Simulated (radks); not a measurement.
Q: Isoelectronic series with 16 electrons, each ion in its NIST ground configuration. Method: Dirac Kohn-Sham, PBE, spin-unpolarised, spherical densities, finite nucleus; open shells fill j = l - 1/2 first; Fermi nuclear charge, rms radius of each element as measured or else 0.836 A^(1/3) + 0.57 fm; computed with a radial shooting solver on a logarithmic mesh with Libxc functionals. Total energies (hartree) and mean radii <r> (bohr):

ion,configuration,E (hartree),3p3/2,3p1/2,3s1/2
S,[Ne] 3s2 3p4,-399.04856,2.076,2.066,1.695
K3+,[Ne] 3s2 3p4,-599.04164,1.296,1.290,1.201
Ti6+,[Ne] 3s2 3p4,-842.12322,0.9680,0.9626,0.9350
Mn9+,[Ne] 3s2 3p4,-1128.50552,0.7776,0.7722,0.7671
Ni12+,[Ne] 3s2 3p4,-1458.53898,0.6513,0.6457,0.6509
Ga15+,[Ne] 3s2 3p4,-1832.66130,0.5609,0.5551,0.5652
Se18+,[Ne] 3s2 3p4,-2251.38921,0.4927,0.4867,0.4992
Rb21+,[Ne] 3s2 3p4,-2715.31616,0.4394,0.4330,0.4468
Zr24+,[Ne] 3s2 3p4,-3225.11421,0.3965,0.3898,0.4041
Tc27+,[Ne] 3s2 3p4,-3781.53796,0.3612,0.3541,0.3686
Pd30+,[Ne] 3s2 3p4,-4385.43552,0.3316,0.3241,0.3385
In33+,[Ne] 3s2 3p4,-5037.75272,0.3064,0.2985,0.3127
Te36+,[Ne] 3s2 3p4,-5739.53609,0.2847,0.2764,0.2903
Cs39+,[Ne] 3s2 3p4,-6491.9618,0.2658,0.2571,0.2706
Ce42+,[Ne] 3s2 3p4,-7296.3218,0.2492,0.2401,0.2532
Pm45+,[Ne] 3s2 3p4,-8154.0554,0.2345,0.2250,0.2377
Gd48+,[Ne] 3s2 3p4,-9066.7314,0.2214,0.2114,0.2237
Yb54+,[Ne] 3s2 3p4,-11064.3747,0.1989,0.1879,0.1996
Ta57+,[Ne] 3s2 3p4,-12153.5356,0.1892,0.1778,0.1891

Estimate the row of Ho51+ ([Ne] 3s2 3p4).

A: E (hartree) -10036.1985; 3p3/2 0.2096; 3p1/2 0.1991; 3s1/2 0.2111.
